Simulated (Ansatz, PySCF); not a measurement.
Here is a job for PySCF.
```python
from pyscf import gto, scf, cc

mol = gto.Mole()
mol.atom = '''
    F     2.60094538    1.14283506    0.08089861
    C     1.43096998    0.69793299   -0.24220788
    C     0.44692092    0.10911001    0.37558517
    F     0.44992855   -0.20912959    1.70017522
    C    -0.83543288   -0.29579618   -0.32144863
    F    -1.90245541    0.30342010    0.21057985
    F    -0.79671474    0.03356214   -1.61483549
    F    -1.04667580   -1.61151893   -0.25143729
'''
mol.basis = 'sto-3g'
mol.spin = 1
mol.verbose = 4
mol.build()

mf = scf.UHF(mol)
mf.kernel()

mycc = cc.CCSD(mf, frozen=8)
mycc.kernel()
et = mycc.ccsd_t()
print('E(CCSD(T)) = %.10f' % (mycc.e_tot + et))
```

Problem. Give the equivalent Ansatz (an electronic-structure program) input.

Solution. This is not unique; one that fits is 
Ansatz 0.2 input:
```yaml
crystal:
  periodic: [false, false, false]
  atoms:
    - {symbol: F, position_ang: [2.60094538, 1.14283506, 0.08089861]}
    - {symbol: C, position_ang: [1.43096998, 0.69793299, -0.24220788]}
    - {symbol: C, position_ang: [0.44692092, 0.10911001, 0.37558517]}
    - {symbol: F, position_ang: [0.44992855, -0.20912959, 1.70017522]}
    - {symbol: C, position_ang: [-0.83543288, -0.29579618, -0.32144863]}
    - {symbol: F, position_ang: [-1.90245541, 0.30342010, 0.21057985]}
    - {symbol: F, position_ang: [-0.79671474, 0.03356214, -1.61483549]}
    - {symbol: F, position_ang: [-1.04667580, -1.61151893, -0.25143729]}
basis:
  gaussian:
    orbitals: STO-3G
magnetization: {spin_polarized: true, initial_magnetization: 1}
correlation: {method: ccsd_t, electrons: outside_noble_gas}
accuracy: high
```

Both were run: PySCF gave -602.584661 Eh and Ansatz -602.584661 Eh, 0.000 mEh apart.
